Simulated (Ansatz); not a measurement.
Reaction (cleavage of the Ga–Si bond): `[OH][GaH][SiH2][SeH]` + H₂Se → `[OH][GaH][SeH]` + `[SiH3][SeH]`

Computed with Ansatz on PBE0-D4/def2-TZVP structures; ΔE is electronic, products minus reactants. CCSD(T)/CBS is the MP2 limit (def2-TZVPP, def2-QZVPP) plus CCSD(T) − MP2 in def2-TZVPP, frozen cores. Functionals use def2-TZVPP. B3LYP here is the variant with VWN-RPA as its local correlation; programs differ in this. For Ga, Se outer-core shells are correlated without core-valence functions, which leaves a few kJ/mol of doubt a bond. Scalar relativity is left out up to krypton. One conformer a species, not always the lowest.

(1) Is it downhill or uphill in electronic energy at CCSD(T)/CBS, and by how much? (An estimate is asked.)

(2) What do these levels give: B3LYP-D4, ωB97M-V, PBE-QIDH, CAM-B3LYP, CCSD/def2-SVP, CCSD(T)/def2-TZVPP? (Best estimate.)

Largest T1 diagnostic among the species: 0.013.

Answers

(1) The calculation gave: Downhill: ΔE = -21.1 kcal/mol.

(2) The calculation gave: B3LYP-D4 -20.0, ωB97M-V -21.0, PBE-QIDH -21.8, CAM-B3LYP -21.3, CCSD/def2-SVP -21.0, CCSD(T)/def2-TZVPP -21.1 kcal/mol.

Leaving LDA and LC-ωPBE aside and taking each functional with its dispersion term where it has one, the values, not all of them listed here, spread over 3.8 kcal/mol, from PBE-QIDH to revPBE-D4. From PBE to PBE0 (25 % exact exchange), in def2-TZVPP and without D4, ΔE moves by −1.4 kcal/mol.
